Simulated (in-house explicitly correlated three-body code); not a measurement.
Computed with an exponentially correlated three-body code. Model: two electrons around a point charge, non-relativistic, variational in 260 exponentially correlated functions (energies converged to about 1e-7 hartree, or 1e-8 relative for large Z).

Command:
```bash
python run_hyl.py task.json out
```
Settings (lengths in bohr, energies in hartree):
```
Z                      1.5
screening              0.15
interaction_strength   1
functions              260
states_tried           13
```

Run time, properties included: 33 s on 1 thread of AMD EPYC 9R45 96-Core Processor (Zen 5), on a shared host.

**Those bound S and P states to n = 4 that converged, binding against the one-electron ion.**

Given: nuclear charge 1.5; Yukawa screening of all interactions 0.15 1/bohr.

Computed: one-electron threshold -0.915880569 hartree.

| term | energy (hartree) | binding (eV) |
| --- | --- | --- |
| 1 1S | -1.18620278 | 7.3558 |
| 2 3S | -0.92320195 | 0.19922 |
| 2 1S | -0.918136415 | 0.061385 |

**Converged states only, values per electron or pair (inverse distances are <exp(-kr)/r>).**

```json
{"term": "1 1S", "mean r (bohr)": "1.3727", "mean r squared (bohr²)": "2.6764", "mean inverse r (1/bohr)": "1.0438", "mean r12 (bohr)": "2.1357", "mean inverse r12 (1/bohr)": "0.49995", "mean cosine": "-0.080904", "mean p1 dot p2 (bohr⁻²)": "0.091333", "delta r1 (bohr⁻³)": "0.67353", "delta r12 (bohr⁻³)": "0.028151"}
{"term": "2 3S", "mean r (bohr)": "5.382", "mean r squared (bohr²)": "60.865", "mean inverse r (1/bohr)": "0.70368", "mean r12 (bohr)": "9.8323", "mean inverse r12 (1/bohr)": "0.048469", "mean cosine": "-0.0086779", "mean p1 dot p2 (bohr⁻²)": "0.0010246", "delta r1 (bohr⁻³)": "0.53518", "delta r12 (bohr⁻³)": "-"}
{"term": "2 1S", "mean r (bohr)": "8.1301", "mean r squared (bohr²)": "151.95", "mean inverse r (1/bohr)": "0.68929", "mean r12 (bohr)": "15.298", "mean inverse r12 (1/bohr)": "0.024699", "mean cosine": "-0.0040136", "mean p1 dot p2 (bohr⁻²)": "0.0011405", "delta r1 (bohr⁻³)": "0.53239", "delta r12 (bohr⁻³)": "0.00045612"}
```
